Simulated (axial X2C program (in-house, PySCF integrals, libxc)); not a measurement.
# IErI⁺: the levels of the configuration f11 s0

Computed with an in-house all-electron X2C program for linear molecules (integrals from PySCF): two-component X2C with atomic mean-field Coulomb and Gaunt terms, basis I dyall-v3z, Er dyall-v3z (cores contracted in-house). Orbitals come from Hartree–Fock averaged over the configuration Er f11 s0; CI then distributes these electrons over the f, s shells of Er.

I–Er–I held linear, both bonds 2.792 Å (near the minimum of the configuration average).

Active spinors (ω > 0):

```csv
shell,ω,ε (eV),character
f,5/2,-23.61,100% Er f
f,3/2,-23.49,100% Er f
f,1/2,-23.39,100% Er f
f,7/2,-22.48,100% Er f
f,5/2,-22.39,100% Er f
f,3/2,-22.30,100% Er f
f,1/2,-22.24,100% Er f
s,1/2,-1.80,"84% Er s, 10% Er d"
```

Lowest levels of this model:

| Ω | energy (cm⁻¹) | g∥ | configuration |
| --- | --- | --- | --- |
| 1/2 | 0 | 1.21 | 100% f11 |
| 3/2 | 29 | 3.61 | 100% f11 |
| 5/2 | 84 | 6.01 | 100% f11 |
| 7/2 | 160 | 8.41 | 100% f11 |
| 9/2 | 256 | 10.80 | 100% f11 |
| 11/2 | 380 | 13.20 | 100% f11 |
| 13/2 | 560 | 15.60 | 100% f11 |
| 15/2 | 853 | 17.97 | 100% f11 |
| 1/2 | 6223 | 1.12 | 100% f11 |
| 3/2 | 6251 | 3.35 | 100% f11 |
| 5/2 | 6307 | 5.56 | 100% f11 |
| 7/2 | 6393 | 7.78 | 100% f11 |
| 9/2 | 6514 | 10.00 | 100% f11 |
| 11/2 | 6684 | 12.22 | 100% f11 |
| 13/2 | 6943 | 14.36 | 100% f11 |
| 1/2 | 10151 | 0.98 | 100% f11 |
| 3/2 | 10182 | 2.92 | 100% f11 |
| 5/2 | 10246 | 4.86 | 100% f11 |
| 7/2 | 10344 | 6.81 | 100% f11 |
| 9/2 | 10484 | 8.80 | 100% f11 |
| 11/2 | 10694 | 10.71 | 100% f11 |
| 1/2 | 12913 | 0.76 | 100% f11 |
| 3/2 | 12966 | 2.30 | 100% f11 |
| 5/2 | 13039 | 3.88 | 100% f11 |
| 7/2 | 13119 | 5.47 | 100% f11 |
| 9/2 | 13330 | 7.06 | 100% f11 |

g∥ is the magnitude of 2⟨Lz + ge Sz⟩ for the +Ω component.

(1) From Ω and g∥ of the lowest level, whose 2⟨Lz + ge Sz⟩ is positive, find ⟨Sz⟩ and ⟨Lz⟩ (ge = 2.0023).

Occupations of the active spinors in the lowest level by ω, shell by shell in order of energy: -7/2: 0.84; -5/2: 0.96 0.45; -3/2: 0.91 0.78; -1/2: 0.98 0.44 0.00; 1/2: 0.96 0.66 0.00; 3/2: 0.91 0.66; 5/2: 0.98 0.55; 7/2: 0.93. The leading determinant has weight 0.30 among 447.

This point took 9.1 s on 1 thread of Arm Neoverse V2, with other jobs on the host.

Dynamic correlation is missing, so gaps between terms are too wide and other configurations may lie lower; the lowest level listed is that of this model, not necessarily the ground state. At most 4 roots were kept for each Ω > 0 (twice that for Ω = 0) within 2.2 eV of the lowest, so higher up levels can be missing between those listed; levels with Ω > 0 are doubly degenerate and listed once, Ω = 0 levels singly. States that fill the shells left empty in the average are placed too high. The molecule was held linear; bending was not examined.

Answers

(1) Ω = ⟨Lz⟩ + ⟨Sz⟩ = 1/2 and ⟨Lz⟩ + ge⟨Sz⟩ = 0.605, so ⟨Sz⟩ = 0.10 and ⟨Lz⟩ = 0.40.
